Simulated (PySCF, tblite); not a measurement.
One entry of a table of gas-phase calculations, keyed by method. Lists by class give the value and the number of equivalent atoms.

```json
{
 "formula": "C3H7FO2Si",
 "smiles": "C=C(O[SiH3])OCF",
 "inchi": "InChI=1S/C3H7FO2Si/c1-3(6-7)5-2-4/h1-2H2,7H3",
 "charge": 0,
 "multiplicity": 1,
 "geometry_level": "GFN2-xTB",
 "atoms_angstrom": [
  ["C", 0.077, 1.91, 0.298],
  ["C", -0.302, 0.686, -0.038],
  ["O", 0.493, -0.373, -0.2],
  ["Si", 2.073, -0.63, 0.13],
  ["O", -1.637, 0.436, -0.274],
  ["C", -2.039, -0.871, -0.398],
  ["F", -2.043, -1.504, 0.82],
  ["H", 1.111, 2.139, 0.464],
  ["H", -0.65, 2.69, 0.399],
  ["H", 2.897, 0.242, -0.708],
  ["H", 2.341, -0.37, 1.542],
  ["H", 2.143, -2.032, -0.25],
  ["H", -3.074, -0.854, -0.754],
  ["H", -1.39, -1.469, -1.053]
 ],
 "electronic_structure_code": "PySCF",
 "results": {
  "GFN2-xTB geometry": {
   "point_group": "C1",
   "rotational_constants_GHz": [3.333, 1.447, 1.103]
  },
  "wB97X-D/def2-SVPD ground state and vertical TDDFT (core frozen in the response)": {
   "dipole_D": 1.93,
   "homo_eV": -8.61,
   "lumo_eV": 1.64,
   "S1_eV": 6.16,
   "strongest_line_of_8_singlets_eV": 6.93,
   "T1_tda_eV": 4.58,
   "polarisability_au": 71.7,
   "r2_bohr2_about_centre_of_nuclear_charge": 1054.9,
   "singlets_eV_and_f": [
    [6.16, 0.011],
    [6.93, 0.299],
    [7.2, 0.014],
    [7.34, 0.043],
    [7.71, 0.001],
    [8.01, 0.028],
    [8.18, 0.03],
    [8.27, 0.005]
   ],
   "triplets_tda_eV": [4.58, 6.11, 7.11]
  },
  "PBE0/pcSseg-1 ground state and GIAO shieldings, non-relativistic": {
   "shift_vs_computed_TMS_C_by_class_ppm": [
    [167.1, 1],
    [99.6, 1],
    [67.8, 1]
   ],
   "shift_vs_computed_TMS_H_by_class_ppm": [
    [5.92, 2],
    [4.99, 3],
    [3.94, 1],
    [3.37, 1]
   ],
   "shielding_other_nuclei_by_class_ppm": [
    ["O", 167.3, 1],
    ["O", 240.3, 1],
    ["F", 340.0, 1],
    ["Si", 387.7, 1]
   ],
   "charges_hirshfeld_e_by_atom": [-0.18, 0.14, -0.18, 0.41, -0.11, 0.09, -0.13, 0.04, 0.05, -0.07, -0.07, -0.07, 0.06, 0.04]
  },
  "GFN2-xTB harmonic vibrations, gas phase": {
   "strongest_ir_bands_cm-1_km_per_mol_modes": [
    [818.2, 388.1, 1],
    [1119.4, 245.7, 1],
    [1220.5, 328.3, 1],
    [1721.5, 241.0, 1],
    [2254.9, 341.8, 1],
    [2349.2, 219.7, 1]
   ],
   "zpe_kcal_per_mol": 58.7
  }
 }
}
```

The vertical singlet–triplet gap S1 − T1 is 1.58 eV (TDDFT singlet less Tamm–Dancoff triplet). The rotational constants make it an asymmetric top with κ = (2B − A − C)/(A − C) = -0.69, nearer the prolate limit (−1). The polarisability is 10.62 Å³ as a volume (1 au = 0.148185 Å³), or 1.12 au for each of the 64 electrons.

 NMR classes are plain means over equivalent atoms (diastereotopic ones count apart unless rotation or inversion swaps them), as if these changed places fast; in this geometry the members of some classes differ.

The values belong to the conformer `[CH2:1]=[C:2]([O:3][SiH3:4])[O:5][CH2:6][F:7]`: C1–C2–O3–Si4 10°, C1–C2–O5–C6 -169°, C2–O5–C6–F7 73°.
